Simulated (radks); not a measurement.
Charge is removed step by step from the 2s down level of Rh2+, starting from [He] 2s(up 1, down 1) 2p6 3s2 3p6 3d10 4s2 4p6 4d7. Method: scalar-relativistic Kohn-Sham, LDA (Slater exchange, Perdew-Wang correlation), spin-polarised, spherical densities, finite nucleus; open shells are filled with parallel spins first (spin-orbit coupling, left out, can overturn this in heavy ions); Fermi nuclear charge, rms radius 4.4945 fm; computed with a radial shooting solver on a logarithmic mesh with Libxc functionals.

| removed (e) | E - E(0) (eV) | eigenvalue (eV) | E minus straight line (eV) |
|---|---|---|---|
| 0 | 0.000 | -3357.3 | 0.000 |
| 0.1 | 336.01 | -3366.9 | -4.359 |
| 0.2 | 672.98 | -3376.6 | -7.756 |
| 0.3 | 1010.9 | -3386.2 | -10.187 |
| 0.4 | 1349.8 | -3395.9 | -11.651 |
| 0.5 | 1689.7 | -3405.6 | -12.145 |
| 0.6 | 2030.5 | -3415.3 | -11.668 |
| 0.7 | 2372.3 | -3425.0 | -10.216 |
| 0.8 | 2715.1 | -3434.8 | -7.789 |
| 0.9 | 3058.9 | -3444.6 | -4.384 |
| 1 | 3403.7 | -3454.4 | 0.000 |

Removing the whole electron costs 3403.7 eV by Delta-SCF, against 3357.3 eV from minus the eigenvalue at the starting occupation. Slater's transition state (half an electron removed) gives 3405.6 eV. Integrating minus the eigenvalue over the occupation (Janak's theorem) gives 3405.7 eV. In this scalar-relativistic scheme the density is built from large components alone, so the theorem holds only approximately. The mean slope of the eigenvalue, de/dn, is 97.0 eV per electron.
